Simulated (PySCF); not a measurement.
Ge(Cl)(Br)2(OH), SMILES [OH][Ge]([Cl])([Br])[Br] (PBE0/def2-SVP optimised geometry):

```
6

O      1.059    -1.004     0.000
Ge    -0.694    -1.004     0.000
Cl    -1.435     1.004     0.000
Br    -1.323    -2.077    -1.897
Br    -1.513    -2.058     1.857
H      1.435    -0.604     0.795
```

Level of theory: PBE0/def2-TZVP (PySCF).

What are the frontier orbital energies and the dipole moment?

HOMO-2 -9.13 eV, HOMO-1 -8.99 eV, HOMO -8.85 eV, LUMO -2.16 eV, LUMO+1 0.14 eV; dipole moment 1.23 D.

On the same geometry PBE/def2-TZVP in PySCF 2.14.0 gives HOMO-2 -7.75 eV, HOMO-1 -7.62 eV, HOMO -7.52 eV, LUMO -3.07 eV, LUMO+1 -0.74 eV; dipole moment 1.21 D.

Meta-Löwdin charges at PBE0/def2-TZVP: O1 -0.70, Ge2 1.03, Cl3 -0.27, Br4 -0.19, Br5 -0.22, H6 0.36.
